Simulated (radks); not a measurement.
Task: Neutral caesium, [Xe] 6s1. Method: non-relativistic Kohn-Sham, PBE, spin-polarised, spherical densities, point nucleus; computed with a radial shooting solver on a logarithmic mesh with Libxc functionals. Every spin shell is full or empty, so the densities are truly spherical. Functionals are evaluated on that one density, not self-consistently. Rank these orbital-free kinetic functionals by their error against the exact value of the orbitals, and give that value: Thomas-Fermi, von Weizsacker, TF + vW, TF + vW/9, TF + vW/5, LC94, APBEK, Perdew 92, Thakkar, Pearson, LKT, PG1, DePristo-Kress, Ernzerhof.

Result: Exact: 7553.42 hartree. From best to worst, with 100 (|E| - |E exact|)/|E exact| (equal figures are ties): LC94 +0.05, APBEK +0.09, DePristo-Kress -0.13, Ernzerhof -0.43, Thakkar -0.63, Perdew 92 -0.68, TF + vW/9 -0.69, Pearson -0.91, TF + vW/5 +2.89, Thomas-Fermi -5.17, PG1 +14.48, LKT +18.47, TF + vW +35.11, von Weizsacker -59.72.
